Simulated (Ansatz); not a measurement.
Basis-set extrapolation for `BN([SiH3])[SiH2]F` (PBE0-D4/def2-TZVP geometry, frozen core, Ansatz). Multiplicity 1, RHF reference.

```tsv
	def2-TZVPP	def2-QZVPP
HF	-760.762911	-760.790861
MP2 correlation	-0.807221	-0.871432
CCSD(T) correlation	-0.887419	not run
```

Energies in hartree. Use E(X) = E(∞) + A·exp(−7.88·√X) for Hartree–Fock and E(X) = E(∞) + B·X^(−2.97) for correlation, with X = 3 and 4, and add CCSD(T) minus MP2 of the smaller set to the MP2 limit.

Task: What is the CCSD(T) energy at the basis-set limit?

Result: HF limit: -760.790861 + (-0.027950) × 0.13774 = -760.79471. MP2 limit: -0.871432 + (-0.064211) × 0.74074 = -0.91900. Higher-order term: -0.887419 − (-0.807221) = -0.08020. Total: -761.79391 hartree, 90.1 kcal/mol below CCSD(T)/def2-TZVPP.
